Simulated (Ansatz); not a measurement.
A run of Ansatz (development build ahead of 0.2.0) on singlet CdCl2 at this shape:

```xyz
3

Cl   -0.0491   -0.0374   -2.2062
Cd   -0.0579   -0.0493    0.0278
Cl    0.0171    0.0503    2.2343
```

Its results:

- Converged: yes
- Reference energy: -1085.64223 hartree
- Correlation energy: -0.62603 hartree
- Total energy: -1086.26826 hartree
- Spin squared of the determinant: 0.000

Which input gives this output? Name the method, the orbitals and the basis set, and write the input.

RHF-MP2 in def2-SVP. The basis set brings a core potential for Cd, so the total leaves out those core electrons. An unrestricted run that stays on the closed shell gives the same numbers.

```yaml
crystal:
  periodic: [false, false, false]
  atoms:
    - { symbol: Cl, position_ang: [-0.0491, -0.03737, -2.20619] }
    - { symbol: Cd, position_ang: [-0.05787, -0.04934, 0.02779] }
    - { symbol: Cl, position_ang: [0.01715, 0.05028, 2.23427] }
basis:
  gaussian: { orbitals: def2-SVP }
hamiltonian:
  xc: hf
correlation:
  method: mp2
  frozen_orbitals: { Cd: 0, Cl: 5 }
```
